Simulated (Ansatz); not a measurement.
Two structures of BSiH6ClO2, singlet, reached by relaxing down either side of one saddle point (PBE0-D4/def2-TZVP). Energies are electronic, without zero-point energy. Ansatz 0.2.0; basis: def2-TZVPP and def2-QZVPP; cores frozen in the correlated methods. Extrapolation: Hartree–Fock as exp(−7.88 √X), correlation as X^−2.97. First:

| atom | x (Å) | y (Å) | z (Å) |
| --- | --- | --- | --- |
| B1 | -0.8331 | -0.1948 | -0.1363 |
| Si2 | 1.0201 | -1.0355 | -0.0614 |
| O3 | -0.9688 | 1.1468 | 0.0952 |
| O4 | -1.9760 | -0.8824 | -0.4059 |
| H5 | 0.4665 | 2.2550 | 0.4660 |
| Cl6 | 1.5738 | 2.8854 | 0.7099 |
| H7 | 1.9205 | -0.4407 | -1.0830 |
| H8 | 1.6309 | -0.8694 | 1.2830 |
| H9 | 0.8917 | -2.4957 | -0.3420 |
| H10 | -1.8828 | 1.4505 | 0.0373 |
| H11 | -1.8427 | -1.8192 | -0.5626 |

Second:

B1  (-1.614, 1.059, 0.388)
Si2  (1.731, -1.042, -0.481)
O3  (-1.409, 1.238, -0.930)
O4  (-0.923, 0.117, 1.084)
H5  (2.064, 0.245, 0.174)
Cl6  (-2.808, 2.083, 1.200)
H7  (2.911, -1.535, -1.237)
H8  (1.318, -2.053, 0.520)
H9  (0.624, -0.829, -1.456)
H10  (-0.743, 0.633, -1.278)
H11  (-1.151, 0.084, 2.015)
(Å)

(1) Which bonds change from the first to the second?

(2) Give the saddle point's structure and its height above each. (Judge from chemistry; the value comes from the calculation.)

T1 diagnostic: at most 0.014.

## Answers

(1) BSiH₅O₂ ([OH][B]([OH])[SiH3]) + HCl → BH₂ClO₂ ([OH][B]([OH])[Cl]) + SiH₄; bonds formed: B1–Cl6, Si2–H5; bonds broken: B1–Si2, H5–Cl6.

(2) The calculation gives: 144.5 kJ/mol above the first and 237.0 kJ/mol above the second (CCSD(T) at an estimated basis limit (MP2 extrapolated from triple and quadruple zeta, plus CCSD(T) − MP2 in triple zeta)).
```xyz
11
angstrom
B -0.6851 0.3047 -0.0796
Si 1.2458 -0.7896 -0.2615
O -0.8945 0.8399 -1.3043
O -1.6446 -0.3453 0.6343
H 0.5289 0.6564 0.5383
Cl 0.0939 1.9658 1.4579
H 2.3234 -0.0554 -0.9597
H 1.7145 -1.3918 1.0085
H 0.6154 -1.8092 -1.1343
H -1.8261 1.0104 -1.4777
H -1.4714 -0.3859 1.5781
```

Labels in which every atom is bracketed show which atoms are joined, not bond orders.

For scale, one of the runs: CCSD(T)/def2-TZVPP, 261 basis functions, launched by `ansatz run in.yaml --threads 8 --pin off --events-out ev --progress --plain --max-ram 19148MiB`. Time: 73 s of wall clock on 8 CPU threads of an Intel Xeon Platinum 8488C; the host was shared. Peak host memory: 6.2 GiB.
